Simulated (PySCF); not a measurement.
**Excitation energy of Cr by level of theory**

Cr [Ar] 3d5 4s1 (7S) → Cr [Ar] 3d4 4s1 4p1 (high-spin determinant), as a difference of total energies. Calculation: PySCF 2.14, in aug-cc-pVTZ-DK; scalar relativity by spin-free X2C-1e. Correlated levels: valence: [Ar] frozen. The calculations carry no spin-orbit coupling.

```tsv
method	excitation energy (cm⁻¹)
UHF	14952
MP2 (valence)	22779
SCS-MP2 (valence)	17561
CCSD (valence)	22022
CCSD(T) (valence)	22460
```

The coupled-cluster amplitudes are large for the upper state (T1 above 0.03 or a double amplitude above 0.15), so a single reference is strained.

The determinant of the upper state mixes LS terms, which raises its energy above the lowest term, most at the Hartree-Fock and MP2 levels.
